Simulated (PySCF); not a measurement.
**Question.** Give a PBE0-D3(BJ)/def2-SVP geometry of `BC(B)CC(F)(F)F`.

**Answer.** 
```xyz
15
C3H7B2F3 angstrom
B     -0.804    1.527    0.239
C     -0.549   -0.003    0.270
B     -1.954   -0.670    0.190
C      0.552   -0.578   -0.606
C      1.926   -0.214   -0.107
F      2.077    1.113    0.019
F      2.879   -0.649   -0.933
F      2.165   -0.746    1.100
H     -0.552    2.164   -0.758
H     -1.334    2.077    1.174
H     -0.411   -0.275    1.348
H     -2.871   -0.244    0.852
H     -2.127   -1.652   -0.497
H      0.516   -1.676   -0.667
H      0.470   -0.190   -1.632
```

Any rigid rotation of these coordinates is as good. Atoms count from 1 in this order. Of the pairs four or more bonds apart, F8···H11 is among the closest relative to their van der Waals radii: 2.63 Å, 99 % of the sum of Bondi's values. B1 (three-coordinate boron) is planar (angles 120.4°, 120.1° and 119.3°, sum 359.8°, 0.03 Å off the plane of its three neighbours).

Bonds between heavy atoms (Å): B1–C2 1.552, C2–B3 1.558, C2–C4 1.520, C4–C5 1.506, C5–F6 1.341, C5–F7 1.334, C5–F8 1.340.

Level of theory: PySCF, PBE0-D3(BJ)/def2-SVP geometry optimisation, gas phase.

Point group: C1 (no symmetry element, even within 0.4 Å). PBE0-D3(BJ)/def2-SVP frequencies: not computed here. The numbers are those of one conformer (H–B1–C2–B3 -106° and 69°, B1–C2–B3–H -44° and 139°, B1–C2–C4–C5 71°).
